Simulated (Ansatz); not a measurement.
Ansatz (a first-principles code) input:

Ansatz 0.2 input:
```yaml
crystal:
  periodic: [false, false, false]
  atoms:
    - {symbol: C, position_ang: [-0.95273326, -0.39101067, 0.05280863]}
    - {symbol: C, position_ang: [0.45723761, -0.10827798, 0.51663460]}
    - {symbol: Cl, position_ang: [1.25883918, -1.79896242, 0.05950799]}
    - {symbol: Cl, position_ang: [1.14772050, 1.09116141, -0.77441006]}
    - {symbol: Cl, position_ang: [-2.08758265, 0.98740733, 0.53967869]}
    - {symbol: H, position_ang: [-1.11745911, -0.49839477, -1.02245373]}
    - {symbol: H, position_ang: [-1.33217657, -1.25918047, 0.58459201]}
basis:
  gaussian:
    orbitals: def2-TZVP
hamiltonian:
  xc: b3lyp
  dispersion: d3bj
total_charge: -1
phonons: {temperatures: {t_min: 298.15, t_max: 298.15, t_step: 100}}
```

### Question
Predict the final energy.

### Answer
-1458.14233 Eh (B3LYP-D3(BJ)/def2-TZVP). The basis has 185 functions. The run takes very roughly 5 core-minutes.

It need not be the lowest isomer of its formula. Whether it binds its extra electron was not tested at this geometry.
